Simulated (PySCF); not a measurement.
Dipole response of O⁺ (oxygen, charge +1)

[He] 2s2 2p3, high-spin 4S determinant. Computed with PySCF 2.14 in dyall-av2z (11s7p2d, 42 functions), with no relativity, point nucleus. Coupled (time-dependent) response in atomic units; α is the mean over directions. A double-zeta set is small for polarisabilities.

| method | mean α (bohr³) | C₆ (like pair) | S(−4) |
| --- | --- | --- | --- |
| UHF | 2.604 | 4.907 | 4.931 |
| PBE | 2.621 | 5.171 | 4.154 |
| PBE0 | 2.586 | 5.041 | 4.159 |
| TPSS | 2.637 | 5.228 | 4.184 |
| B3LYP | 2.552 | 4.989 | 3.862 |

S(−4) is the Cauchy moment in α(ω) = α(0) + S(−4) ω² + …

α(iu) at B3LYP:

| u (hartree) | α(iu) (bohr³) |
| --- | --- |
| 0 | 2.552 |
| 0.0500 | 2.543 |
| 0.100 | 2.515 |
| 0.200 | 2.412 |
| 0.300 | 2.268 |
| 0.500 | 1.944 |
| 0.750 | 1.577 |
| 1.00 | 1.284 |
| 1.50 | 0.8756 |
| 2.00 | 0.6244 |
| 3.00 | 0.3579 |
| 5.00 | 0.1601 |

For an ion, C₆ is the dispersion term alone; charge-induced terms of lower order in 1/R come first.
